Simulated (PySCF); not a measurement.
**C₆ coefficients of unlike pairs at PBE**

Calculated with PySCF 2.14 from the dipole response of each species, C₆(A,B) = (3/π) ∫ α_A(iu) α_B(iu) du, in atomic units, from isotropic polarisabilities. For ions this is the dispersion term alone; charge-induced terms of lower order in 1/R come first.

| species | configuration | basis | relativity | α (bohr³) | C₆ (like pair) |
| --- | --- | --- | --- | --- | --- |
| Be²⁺ | 1s2 (1S) | def2-QZVPPD (7s4p2d1f) | none | 0.04370 | 0.007746 |
| K | [Ar] 4s1 (2S) | dyall-av3z (25s18p5d2f) | spin-free X2C | 323.2 | 4547 |
| Li⁺ | 1s2 (1S) | dyall-acv3z (15s9p3d) | none | 0.2079 | 0.08655 |
| Cd⁺ | [Kr] 4d10 5s1 (2S) | x2c-TZVPPall with one added diffuse shell each of s, p, d, f type (9s7p7d3f1g) | spin-free X2C | 22.24 | 132.3 |

(1) Estimate C₆ for Cd⁺ with Be²⁺.

No spin-orbit coupling is included.

The other pairs:

| pair | C₆ |
| --- | --- |
| Cd⁺, K | 552.7 |
| Li⁺, Be²⁺ | 0.02438 |
| Cd⁺, Li⁺ | 2.649 |
| Li⁺, K | 6.728 |
| K, Be²⁺ | 1.472 |

Answers

(1) The integral gives 0.6421. The combination rule 2 C_A C_B / (C_A α_B/α_A + C_B α_A/α_B) gives 0.4876 and the geometric mean 1.012.
